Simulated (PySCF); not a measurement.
## Ag: ionisation energy

Ag [Kr] 4d10 5s1 (2S) → Ag⁺ [Kr] 4d10 (1S), as a difference of total energies. Computed with PySCF 2.14 in aug-cc-pwCVQZ-PP with ECP28MDF (9s9p8d5f4g3h, 180 functions), with scalar relativity through the core potential. Correlated levels: valence: 4s2 4p6 frozen; valence and next inner shell: nothing frozen outside the core potential. The calculations carry no spin-orbit coupling.

```csv
method,ionisation energy (eV),error (eV)
UHF,6.365,-1.211
LDA,8.368,+0.792
PBE,8.042,+0.466
PBE0,7.705,+0.129
r2SCAN,7.910,+0.334
PW91,8.115,+0.539
BHandHLYP,7.465,-0.111
MP2 (valence),7.528,-0.048
SCS-MP2 (valence),7.356,-0.220
MP2 (valence and next inner shell),7.666,+0.090
SCS-MP2 (valence and next inner shell),7.455,-0.121
```

Reference: 7.576 eV (measured; NIST Atomic Spectra Database, ionization energies).
